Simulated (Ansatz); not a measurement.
One change: `CC(C)OB(F)S` becomes `CC(C)[O][MgH]`.

Ansatz, PBE0-D4/def2-TZVP geometries, multiplicity 1. Each molecule was computed in one conformer, which needn't be the lowest.

```tsv
property	`CC(C)OB(F)S`
LUMO energy (B3LYP/def2-TZVPP) / eV	0.30
HOMO–LUMO gap (PBE/def2-TZVPP) / eV	6.05
HOMO energy (PBE0/def2-TZVPP) / eV	-7.61
HOMO–LUMO gap (B3LYP/def2-TZVPP) / eV	7.64
size of the dipole moment (B3LYP/def2-TZVPP) / D	2.42
HOMO–LUMO gap (PBE0/def2-TZVPP) / eV	8.22
```

(1) What does the change do to each property? (Estimate.)

Answers

(1) Computed: 
```csv
property,`CC(C)[O][MgH]`,shift
LUMO energy (B3LYP/def2-TZVPP) / eV,-0.83,-1.13
HOMO–LUMO gap (PBE/def2-TZVPP) / eV,4.37,-1.68
HOMO energy (PBE0/def2-TZVPP) / eV,-7.09,0.52
HOMO–LUMO gap (B3LYP/def2-TZVPP) / eV,6.05,-1.59
size of the dipole moment (B3LYP/def2-TZVPP) / D,0.15,-2.27
HOMO–LUMO gap (PBE0/def2-TZVPP) / eV,6.53,-1.69
```

With PBE0 the HOMO rises by 0.52 eV and the LUMO falls by 1.17 eV, so the gap narrows by about 1.69 eV. PBE moves the HOMO by 0.68 eV and ωB97M-V by 0.29 eV. Dipoles are sizes alone; their direction can turn.

B3LYP here is the variant with VWN-RPA as its local correlation; programs differ in this.
